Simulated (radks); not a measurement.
Results of a calculation; reference values are marked as such.
Q: Ionisation of Li+, [He], to Li2+, 1s1, under several functionals. Scalar-relativistic Kohn-Sham, spin-polarised, spherical densities, point nucleus; open shells are filled with parallel spins first; a radial shooting solver on a logarithmic mesh with Libxc functionals. Known Delta-SCF values: revPBE 75.652 eV; BLYP 75.847 eV. What does HCTH/407 give, and what is its highest occupied eigenvalue?

A: 75.919 eV by Delta-SCF; the 1s eigenvalue is -60.816 eV. NIST: 75.640 eV (theoretical).
